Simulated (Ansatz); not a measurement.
Computed with Ansatz.

A structure relaxed at PBE0-D4/def2-TZVP, charge 0, multiplicity 1:

Cartesian coordinates in Å:
```
C 0.307 -0.190 -1.936
Si -0.390 0.485 -0.343
O -2.036 0.338 -0.248
Si 0.477 -0.658 1.513
O 0.039 -0.034 2.965
Cl 2.534 -0.523 1.256
H 0.044 -1.242 -2.068
H 1.397 -0.108 -1.930
H -0.069 0.367 -2.799
H 0.009 1.922 -0.220
H -2.571 0.828 -0.874
H 0.154 -2.100 1.602
H 0.105 0.915 3.084
```

(1) Give its formula and SMILES.

(2) Point group (tolerance 0.08 Å, 0.16 Å for H)?

(3) Summarise the bond lengths by kind.

Answers

(1) CH7ClO2Si2, `C[Si@@H](O)[Si@H](O)Cl`.

(2) C1.

(3) 1 × C–Si 1.866 Å; 3 × C–H 1.092 to 1.093 Å; 2 × O–Si 1.640 to 1.655 Å; 1 × Si–Si 2.345 Å; 2 × H–Si 1.480 to 1.497 Å; 2 × H–O 0.958 to 0.959 Å; 1 × Cl–Si 2.077 Å.
